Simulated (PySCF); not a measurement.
## Radial density of Bi⁺ (bismuth, charge +1)

UHF, [Xe] 4f14 5d10 6s1 6p3, high-spin 5S determinant (an excited configuration). All numbers are calculated (PySCF 2.14, scalar relativity by spin-free X2C-1e, in x2c-TZVPPall).

```
r (bohr)  4πr²ρ (e/bohr)  4πr²(ρα − ρβ)
  0.0127           115.4         0.0113
  0.0213           102.7         0.0226
  0.0359           141.0         0.0440
  0.0604           147.2        -0.0070
   0.102           129.5         0.0286
   0.171           127.6         0.0207
   0.287           91.35         0.1234
   0.483           65.87         0.0268
   0.813           26.96         0.1898
    1.37           11.06         0.4697
    2.30           2.829         2.0846
    3.87          0.4959         0.4939
    6.51         0.01404         0.0140
```

Densities and radii are taken from the X2C orbitals without a picture-change correction, which distorts them close to the nucleus.

Spin-orbit coupling, which splits the p, d and f shells strongly at this Z, is absent. Spin-orbit coupling is strong in this species (close to jj coupling), so the high-spin LS determinant is a model state, not a physical level.

Question: Where is the radial spin density 4πr²(ρα − ρβ) most negative, and why is it negative at all?

Answer: Around r = 0.0604 bohr, down to -0.0070 e/bohr: exchange with the open shell polarises the paired shells in an unrestricted calculation.
